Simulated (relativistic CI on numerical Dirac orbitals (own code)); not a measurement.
**Level scheme of La17+**

These numbers are calculated, not measured: Dirac-Coulomb-Breit CI, orbitals from a KLI potential per configuration, QED by a radiative potential, unscaled Slater integrals (own radial code, finite nucleus).

Configurations in the expansion (outside the closed core [Ar] 3d10): 4s2.4p6.4d4, 4s2.4p5.4d5, 4s2.4p6.4d3.4f, 4s.4p6.4d5, 4s2.4p5.4d4.4f, 4s2.4p6.4d3.5s, 4s2.4p6.4d3.5p, 4s.4p6.4d4.4f, 4s2.4p6.4d2.4f.5s, 4s2.4p6.4d3.5d, 4s2.4p6.4d2.5s.5p, 4s2.4p5.4d4.5s, 4s2.4p6.4d3.5f, 4s2.4p6.4d3.6s, 4s2.4p6.4d3.6p, 4s.4p6.4d3.4f.5s, 4s2.4p6.4d3.6f, 4s2.4p6.4d3.7s, 4s2.4p6.4d3.7p, 4s.4p6.4d4.5p, 4p6.4d6, 4p5.4d7, 4p5.4d6.4f, 4s2.4p6.4d2.5s2, 4s2.4p6.4d.4f.5s2, 4s2.4p5.4d2.4f.5s2, 4s2.4p6.4d.5s2.5p. Double excitations out of closed p, d and f shells are left out; levels of such configurations are missing from the list, as are those of other unlisted configurations, and high levels can miss mixing partners. These lack a partner that the ground configuration has and come out too high: 4s2.4p5.4d4.5s.

The lowest level is 4s2.4p6.4d4 5D_0, with 65 % of that term; Hund's rules for 4s2.4p6.4d4 give 5D with J = 0, in agreement.

```csv
No.,Configuration,Term,J,E (cm⁻¹),%,Landé g,jj configuration (%)
1,4s2.4p6.4d4,5D,0,0,65,,4d3/2^4 (74)
2,4s2.4p6.4d4,5D,1,11998,84,1.497,4d3/2^3 4d5/2 (82)
3,4s2.4p6.4d4,5D,2,22267,90,1.471,4d3/2^2 4d5/2^2 (56)
4,4s2.4p6.4d4,5D,3,30216,84,1.446,4d3/2^2 4d5/2^2 (49)
5,4s2.4p6.4d4,5D,4,35101,61,1.361,4d3/2^3 4d5/2 (52)
6,4s2.4p6.4d4,3H,4,53359,56,0.990,4d3/2^2 4d5/2^2 (51)
7,4s2.4p6.4d4,3P,0,53518,50,,4d3/2^2 4d5/2^2 (70)
8,4s2.4p6.4d4,3G,3,64335,66,0.886,4d3/2^2 4d5/2^2 (51)
9,4s2.4p6.4d4,3H,5,66422,75,1.072,4d3/2^2 4d5/2^2 (97)
10,4s2.4p6.4d4,3F,2,69024,64,0.836,4d3/2^2 4d5/2^2 (52)
11,4s2.4p6.4d4,3H,6,71859,69,1.115,4d3/2^2 4d5/2^2 (89)
12,4s2.4p6.4d4,3P,1,72575,72,1.331,4d3/2^2 4d5/2^2 (70)
13,4s2.4p6.4d4,3G,4,79963,64,1.029,4d3/2^2 4d5/2^2 (75)
14,4s2.4p6.4d4,3D,2,84794,47,1.203,4d3/2^2 4d5/2^2 (80)
15,4s2.4p6.4d4,3F,4,86783,46,1.154,4d3/2 4d5/2^3 (45)
16,4s2.4p6.4d4,3D,3,87273,43,1.179,4d3/2^2 4d5/2^2 (63)
17,4s2.4p6.4d4,3F,3,95511,39,1.105,4d3/2 4d5/2^3 (76)
18,4s2.4p6.4d4,3G,5,99908,75,1.159,4d3/2 4d5/2^3 (97)
19,4s2.4p6.4d4,1I,6,103688,69,1.049,4d3/2 4d5/2^3 (89)
20,4s2.4p6.4d4,3P,2,105711,41,1.182,4d3/2 4d5/2^3 (57)
21,4s2.4p6.4d4,3D,1,106134,80,0.683,4d3/2 4d5/2^3 (79)
22,4s2.4p6.4d4,1G,4,118449,45,1.086,4d3/2^2 4d5/2^2 (50)
23,4s2.4p6.4d4,1S,0,122885,72,,4d3/2 4d5/2^3 (81)
24,4s2.4p6.4d4,3P,2,123897,44,1.202,4d3/2^2 4d5/2^2 (64)
25,4s2.4p6.4d4,1F,3,128293,62,1.056,4d3/2 4d5/2^3 (80)
26,4s2.4p6.4d4,3P,2,140219,52,1.152,4d3/2^2 4d5/2^2 (54)
27,4s2.4p6.4d4,3F,4,149866,64,1.168,4d5/2^4 (56)
28,4s2.4p6.4d4,3F,2,154086,44,0.944,4d5/2^4 (45)
29,4s2.4p6.4d4,3F,3,154712,78,1.070,4d3/2 4d5/2^3 (95)
30,4s2.4p6.4d4,3P,1,157455,96,1.484,4d3/2 4d5/2^3 (91)
31,4s2.4p6.4d4,3P,0,164813,84,,4d5/2^4 (48)
32,4s2.4p6.4d4,1G,4,165068,74,1.052,4d3/2 4d5/2^3 (84)
33,4s2.4p6.4d4,1D,2,200709,90,0.998,4d3/2 4d5/2^3 (41)
34,4s2.4p6.4d4,1S,0,258786,91,,4d3/2^2 4d5/2^2 (46)
35,4p5.4d5(6S),7P°,4,744901,87,1.716,4p3/2^3 4d3/2^3 4d5/2^2 (40)
36,4p5.4d5(6S),7P°,3,776270,65,1.815,4p3/2^3 4d3/2^3 4d5/2^2 (42)
37,4p5.4d5(4D),5P°,2,789489,46,1.782,4p3/2^3 4d5/2 (50)
38,4p5.4d5(4P),5D°,4,798883,36,1.381,4p3/2^3 4d5/2 (52)
39,4p5.4d5(4D),5P°,1,806160,83,2.319,4p3/2^3 4d3/2^3 4d5/2^2 (56)
40,4p5.4d5(4G),5G°,6,807134,68,1.286,4p3/2^3 4d3/2^3 4d5/2^2 (58)
41,4p5.4d5(4G),5G°,5,808253,46,1.281,4p3/2^3 4d3/2^3 4d5/2^2 (76)
42,4p5.4d5(4D),5D°,3,812370,35,1.308,4p3/2^3 4d3/2^3 4d5/2^2 (69)
43,4p5.4d5(4G),5G°,2,814044,33,0.815,4p3/2^3 4d3/2^3 4d5/2^2 (53)
44,4p5.4d5(4G),5G°,4,814292,52,1.167,4p3/2^3 4d3/2^3 4d5/2^2 (55)
45,4p5.4d5(4G),5G°,3,815571,39,1.090,4p3/2^3 4d3/2^3 4d5/2^2 (52)
```

Energies count from the lowest computed level; ° marks odd parity. Percentages are summed over parent terms; the parents shown are those of the largest component, closed shells are left out there. Filled j subshells are mostly left out of the jj labels.

The mean weight of the leading LS term, summed over parents, in these 45 levels is 63 %, and that of the leading jj configuration (from the same eigenvectors) 64 %.

At this charge energies of transitions that change n are usually good to better than 1 %, and those within a shell (Δn = 0) to a few per cent. Terms inside the open d or f shell come out 10 to 20 % too wide with unscaled integrals.

LS names give the leading component of a level, which can be under half, so a name can repeat, a term be missing and a line seem to break the LS rules.
